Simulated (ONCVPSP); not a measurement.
**Configuration tests for silicon (ONCV)**

ONCVPSP 4.0.1 input, shortened (lines: element, Z, core and valence counts, functional; n l f; lmax; l rc ep ncon nbas qcut; lloc lpopt rc5 dvloc0; l nproj debl; icmod fcfact rcfact), PBE, scalar-relativistic:

```
  Si 14.00    1    4        4      upf
    1    0    2.00
    2    0    2.00
    2    1    6.00
    3    0    2.00
    3    1    2.00
    2
    0    1.15    0.00    4    9   10.10
    1    0.95    0.00    4    8   15.10
    2    1.20    0.24    3    6    9.10
    4    5    0.75    6.00
    0    2    1.20
    1    2    3.50
    2    2    3.00
    1    0.70    0.00
```

Energies are relative to the spin-unpolarised reference configuration 2s2 2p6 3s2 3p2; without spin polarisation the order of configurations can differ from experiment.

```csv
valence configuration,charge,ΔE all-electron (eV),error AE − PS (meV)
2s2 2p6 3s2 3p0,+2,23.733,+2.6
2s2 2p5 3s2 3p2,+1,110.045,+479
```

(1) What are ΔE and the potential's error for 2s2 2p6 3s1 3p0?

(2) What are ΔE and the potential's error for 2s2 2p6 3s2 3p1?

Levels in the configuration 2s2 2p5 3s2 3p2:

| level | all-electron (eV) | pseudo (eV) |
| --- | --- | --- |
| 2s | -168.129 | -168.180 |
| 2p | -125.311 | -124.230 |
| 3s | -22.294 | -22.317 |
| 3p | -14.055 | -14.015 |

## Answers

(1) ΔE = 57.704 eV all-electron; the error (AE − PS) is +0.8 meV.

(2) ΔE = 7.740 eV all-electron; the error (AE − PS) is +0.4 meV.
